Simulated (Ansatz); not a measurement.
The cluster Sn₃O₄. Total charge 0; singlet. Geometry r2SCAN-D4/def2-SVP.

```xyz
7

Sn    2.2775   -0.8880   -0.0599
Sn   -0.5946    0.8157   -1.8308
Sn   -0.9055   -0.2314    1.8700
O    -1.1822    1.2546    0.2557
O     0.9438   -0.8292    1.4293
O     1.1899   -0.0012   -1.4848
O    -1.7289   -0.1205   -0.1795
```

In the def2 sets Sn takes a core potential; there is no spin–orbit coupling. B3LYP takes the VWN-RPA correlation. HSE06 is defined as in plane-wave codes, on full-range PBE exchange. The structure holds one bond between oxygen atoms, so isomers without such links may lie far lower. The restricted singlet is unstable towards broken spin symmetry in Hartree–Fock (as tested in another run); at BLYP-D4/def2-TZVP, B3LYP-D4/def2-TZVP, PBE0-D4/def2-SVP, PBE0-D4/def2-TZVP and others this wasn't settled. The structure comes from a short search, and lower isomers may exist.

(1) Estimate the orbital energies around the gap (eV) in Ansatz with BLYP-D4/def2-TZVP, B3LYP-D4/def2-TZVP, PBE0-D4/def2-SVP, PBE0-D4/def2-TZVP, HSE06-D4/def2-TZVP.

Results:

(1) 
```json
{"orbital": "HOMO−13", "BLYP-D4/def2-TZVP": "-12.33", "B3LYP-D4/def2-TZVP": "-13.88", "PBE0-D4/def2-SVP": "-14.27", "PBE0-D4/def2-TZVP": "-14.26", "HSE06-D4/def2-TZVP": "-13.84"}
{"orbital": "HOMO−12", "BLYP-D4/def2-TZVP": "-11.74", "B3LYP-D4/def2-TZVP": "-13.19", "PBE0-D4/def2-SVP": "-13.54", "PBE0-D4/def2-TZVP": "-13.51", "HSE06-D4/def2-TZVP": "-13.09"}
{"orbital": "HOMO−11", "BLYP-D4/def2-TZVP": "-10.12", "B3LYP-D4/def2-TZVP": "-11.27", "PBE0-D4/def2-SVP": "-11.50", "PBE0-D4/def2-TZVP": "-11.60", "HSE06-D4/def2-TZVP": "-11.19"}
{"orbital": "HOMO−10", "BLYP-D4/def2-TZVP": "-9.48", "B3LYP-D4/def2-TZVP": "-11.02", "PBE0-D4/def2-SVP": "-11.26", "PBE0-D4/def2-TZVP": "-11.39", "HSE06-D4/def2-TZVP": "-10.97"}
{"orbital": "HOMO−9", "BLYP-D4/def2-TZVP": "-9.16", "B3LYP-D4/def2-TZVP": "-10.54", "PBE0-D4/def2-SVP": "-10.88", "PBE0-D4/def2-TZVP": "-10.88", "HSE06-D4/def2-TZVP": "-10.47"}
{"orbital": "HOMO−8", "BLYP-D4/def2-TZVP": "-8.20", "B3LYP-D4/def2-TZVP": "-9.35", "PBE0-D4/def2-SVP": "-9.45", "PBE0-D4/def2-TZVP": "-9.54", "HSE06-D4/def2-TZVP": "-9.13"}
{"orbital": "HOMO−7", "BLYP-D4/def2-TZVP": "-7.21", "B3LYP-D4/def2-TZVP": "-8.54", "PBE0-D4/def2-SVP": "-8.76", "PBE0-D4/def2-TZVP": "-8.85", "HSE06-D4/def2-TZVP": "-8.44"}
{"orbital": "HOMO−6", "BLYP-D4/def2-TZVP": "-7.17", "B3LYP-D4/def2-TZVP": "-8.49", "PBE0-D4/def2-SVP": "-8.72", "PBE0-D4/def2-TZVP": "-8.77", "HSE06-D4/def2-TZVP": "-8.36"}
{"orbital": "HOMO−5", "BLYP-D4/def2-TZVP": "-6.93", "B3LYP-D4/def2-TZVP": "-8.33", "PBE0-D4/def2-SVP": "-8.54", "PBE0-D4/def2-TZVP": "-8.63", "HSE06-D4/def2-TZVP": "-8.22"}
{"orbital": "HOMO−4", "BLYP-D4/def2-TZVP": "-6.39", "B3LYP-D4/def2-TZVP": "-7.64", "PBE0-D4/def2-SVP": "-7.83", "PBE0-D4/def2-TZVP": "-7.92", "HSE06-D4/def2-TZVP": "-7.52"}
{"orbital": "HOMO−3", "BLYP-D4/def2-TZVP": "-6.28", "B3LYP-D4/def2-TZVP": "-7.59", "PBE0-D4/def2-SVP": "-7.74", "PBE0-D4/def2-TZVP": "-7.88", "HSE06-D4/def2-TZVP": "-7.48"}
{"orbital": "HOMO−2", "BLYP-D4/def2-TZVP": "-5.94", "B3LYP-D4/def2-TZVP": "-7.03", "PBE0-D4/def2-SVP": "-7.10", "PBE0-D4/def2-TZVP": "-7.22", "HSE06-D4/def2-TZVP": "-6.81"}
{"orbital": "HOMO−1", "BLYP-D4/def2-TZVP": "-5.78", "B3LYP-D4/def2-TZVP": "-6.93", "PBE0-D4/def2-SVP": "-7.09", "PBE0-D4/def2-TZVP": "-7.19", "HSE06-D4/def2-TZVP": "-6.81"}
{"orbital": "HOMO", "BLYP-D4/def2-TZVP": "-5.45", "B3LYP-D4/def2-TZVP": "-6.73", "PBE0-D4/def2-SVP": "-6.82", "PBE0-D4/def2-TZVP": "-6.89", "HSE06-D4/def2-TZVP": "-6.51"}
{"orbital": "LUMO", "BLYP-D4/def2-TZVP": "-2.77", "B3LYP-D4/def2-TZVP": "-2.36", "PBE0-D4/def2-SVP": "-2.09", "PBE0-D4/def2-TZVP": "-2.13", "HSE06-D4/def2-TZVP": "-2.49"}
{"orbital": "LUMO+1", "BLYP-D4/def2-TZVP": "-2.20", "B3LYP-D4/def2-TZVP": "-1.74", "PBE0-D4/def2-SVP": "-1.29", "PBE0-D4/def2-TZVP": "-1.50", "HSE06-D4/def2-TZVP": "-1.87"}
{"orbital": "LUMO+2", "BLYP-D4/def2-TZVP": "-1.59", "B3LYP-D4/def2-TZVP": "-1.18", "PBE0-D4/def2-SVP": "-0.79", "PBE0-D4/def2-TZVP": "-0.94", "HSE06-D4/def2-TZVP": "-1.30"}
{"orbital": "LUMO+3", "BLYP-D4/def2-TZVP": "-1.27", "B3LYP-D4/def2-TZVP": "-0.69", "PBE0-D4/def2-SVP": "-0.24", "PBE0-D4/def2-TZVP": "-0.48", "HSE06-D4/def2-TZVP": "-0.84"}
{"orbital": "LUMO+4", "BLYP-D4/def2-TZVP": "-1.12", "B3LYP-D4/def2-TZVP": "-0.56", "PBE0-D4/def2-SVP": "-0.03", "PBE0-D4/def2-TZVP": "-0.35", "HSE06-D4/def2-TZVP": "-0.70"}
{"orbital": "LUMO+5", "BLYP-D4/def2-TZVP": "-0.95", "B3LYP-D4/def2-TZVP": "-0.18", "PBE0-D4/def2-SVP": "0.47", "PBE0-D4/def2-TZVP": "0.19", "HSE06-D4/def2-TZVP": "-0.21"}
```
